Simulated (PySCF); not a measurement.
# C₆ coefficients of unlike pairs at PBE

Calculated with PySCF 2.14 from the dipole response of each species, C₆(A,B) = (3/π) ∫ α_A(iu) α_B(iu) du, in atomic units, from isotropic polarisabilities. For ions this is the dispersion term alone; charge-induced terms of lower order in 1/R come first.

```tsv
species	configuration	basis	relativity	α (bohr³)	C₆ (like pair)
Tc³⁺	[Kr] 4d4 (5D)	aug-cc-pVTZ-PP with one added diffuse shell each of s, p, d, f, g type with ECP28MDF (7s7p6d4f3g)	core potential	5.590	25.30
Cl²⁺	[Ne] 3s2 3p3 (4S)	aug-cc-pCVQZ-DK (10s9p7d5f3g)	spin-free X2C	5.849	20.83
Ga⁺	[Ar] 3d10 4s2 (1S)	aug-cc-pwCVDZ-PP with ECP10MDF (6s5p4d1f)	core potential	17.48	84.90
P	[Ne] 3s2 3p3 (4S)	def2-TZVPPD (6s5p4d1f)	none	26.20	191.5
```

Task: Estimate C₆ for P with Ga⁺.

Result: The integral gives 127.2. The combination rule 2 C_A C_B / (C_A α_B/α_A + C_B α_A/α_B) gives 127.5 and the geometric mean 127.5.

No spin-orbit coupling is included.

The other pairs:

```json
{"pair": "P, Cl²⁺", "C₆": "59.22"}
{"pair": "Ga⁺, Cl²⁺", "C₆": "39.67"}
{"pair": "P, Tc³⁺", "C₆": "60.99"}
{"pair": "Ga⁺, Tc³⁺", "C₆": "41.28"}
{"pair": "Cl²⁺, Tc³⁺", "C₆": "22.59"}
```
